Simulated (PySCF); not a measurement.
Computed shifts of a molecule C6H8, PBE/pcSseg-1 in PySCF, GIAO, gas phase, equivalent atoms averaged, in ppm (number of nuclei): ¹³C: 91.8 (1), 74.3 (1), 36.4 (2), 31.3 (1), 24.1 (1). ¹H: 3.31 (1), 2.48 (2), 2.39 (2), 2.17 (1), 2.15 (1), 1.97 (1). References: ¹³C against TMS (σ = 182.0 ppm); ¹H against TMS (σ = 31.49 ppm), references at their B3LYP-D3(BJ)/def2-TZVP geometries, non-relativistic. Geometry: B3LYP-D3(BJ)/def2-SVP. One conformer was computed; it need not be the lowest.

Q: Which molecule gave these data?
(A) CC1=CC=CC1
(B) C=CC=C=CC
(C) C#CC1CCC1
(D) C#CC(=C)CC

A: C, C#CC1CCC1
